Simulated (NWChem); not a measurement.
# C$_{2}$H$_{6}$OTe; SMILES O(C)[Te]C

```xyz
10

Te     0.3518    -0.4807    -0.0262
C     -1.7668    -0.9542     0.0565
H     -1.8587    -2.0558    -0.0150
H     -2.3137    -0.4763    -0.7760
H     -2.1520    -0.6121     1.0346
O      0.1443     1.4433     0.6121
C     -0.2434     2.3837    -0.3723
H     -1.2628     2.1940    -0.7864
H     -0.2627     3.3747     0.1322
H      0.4654     2.4465    -1.2309
```
Atoms are numbered in this order, from 1.

Program: NWChem. All runs use the structure optimised with PBE-D3(BJ)/def2-SVP. Not confirmed as a minimum by frequencies. def2 effective core potentials on Te; no spin-orbit coupling. Level B3LYP/def2-SVP: energy and gradient on several grids; changes count from the extra-fine grid, which is no exact limit either.

```csv
grid,size of the energy change (μHa),largest change of a gradient component (μHa/bohr),"time, medium = 1 (rough)"
xcoarse,1000,4000,about 1
coarse,80,400,about 1
medium,< 10,70,about 1
fine,< 10,< 30,about 1
xfine,< 10,< 30,2
```
